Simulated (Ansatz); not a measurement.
`C[O][GeH]([F])[SH]` and `C[O][GeH]([F])[SeH]` differ in one atom or group.

Ansatz, PBE0-D4/def2-TZVP geometries, multiplicity 1. Each molecule was computed in one conformer, which needn't be the lowest.

Scalar relativity is left out up to krypton. Spin–orbit coupling is left out; it splits and shifts lone-pair levels of the heavy atoms by tenths of an eV.

```
                                      property  `C[O][GeH]([F])[SH]`
             LUMO energy (PBE/def2-TZVPP) / eV                 -1.24
         HOMO–LUMO gap (B3LYP/def2-TZVPP) / eV                  7.15
            LUMO energy (PBE0/def2-TZVPP) / eV                 -0.24
          HOMO–LUMO gap (PBE0/def2-TZVPP) / eV                  7.72
         LUMO energy (ωB97M-V/def2-TZVPP) / eV                  1.79
size of the dipole moment (PBE/def2-TZVPP) / D                  0.81
```

**Question.** What does the change do to each property? (An estimate is asked.)

**Answer.** Ansatz gave: 
| property | `C[O][GeH]([F])[SeH]` | shift |
| --- | --- | --- |
| LUMO energy (PBE/def2-TZVPP) / eV | -1.52 | -0.28 |
| HOMO–LUMO gap (B3LYP/def2-TZVPP) / eV | 6.38 | -0.77 |
| LUMO energy (PBE0/def2-TZVPP) / eV | -0.59 | -0.35 |
| HOMO–LUMO gap (PBE0/def2-TZVPP) / eV | 6.93 | -0.79 |
| LUMO energy (ωB97M-V/def2-TZVPP) / eV | 1.36 | -0.43 |
| size of the dipole moment (PBE/def2-TZVPP) / D | 1.01 | 0.20 |

With PBE0 the HOMO rises by 0.44 eV and the LUMO falls by 0.35 eV, so the gap narrows by about 0.79 eV. PBE moves the HOMO by 0.34 eV and ωB97M-V by 0.48 eV. Dipoles are sizes alone; their direction can turn.

B3LYP here is the variant with VWN-RPA as its local correlation; programs differ in this.
